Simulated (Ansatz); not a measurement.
Stepwise reaction of `[NH2][Sc]([NH2])[OH]` with hydrogen fluoride, as a gas-phase model of exchange steps in deposition or etching. ΔE in kJ/mol; ΔG adds harmonic PBE0-D4 terms to CCSD(T)/CBS, at 1 bar.

Computed with Ansatz on PBE0-D4/def2-TZVP structures; ΔE is electronic, products minus reactants. CCSD(T)/CBS is the MP2 limit (def2-TZVPP, def2-QZVPP) plus CCSD(T) − MP2 in def2-TZVPP, frozen cores. This one scheme is used for every species. DFT in def2-TZVPP. B3LYP here is the variant with VWN-RPA as its local correlation; programs differ in this. For Sc outer-core shells are correlated without core-valence functions, which leaves a few kJ/mol of doubt a bond. Scalar relativity is left out up to krypton. One conformer a species, not always the lowest.

```
step                                                   reaction  PBE-D4  B3LYP-D4  ωB97M-V  CCSD(T)/CBS  ΔG(400 K)
   1  `[NH2][Sc]([NH2])[OH]` + H–F → `[NH2][Sc]([OH])[F]` + NH₃  -137.0    -137.4   -137.1       -125.8     -120.9
   2      `[NH2][Sc]([OH])[F]` + H–F → `[OH][Sc]([F])[F]` + NH₃  -123.1    -124.6   -125.2       -115.9     -112.3
```

Q: By hand: ΔE of the 2 steps together at CCSD(T)/CBS.

A: (-125.8) + (-115.9) = -241.7 kJ/mol, or -120.8 kJ/mol a step.

In ΔE each step is higher than the one before. All are downhill at CCSD(T)/CBS. ΔG lies between -120.9 and -112.3 kJ/mol a step. PBE-D4 differs from CCSD(T)/CBS by -11.2 to -7.2 kJ/mol a step. Isolated molecules leave out the surface, adducts and barriers. Largest T1 diagnostic: 0.017.
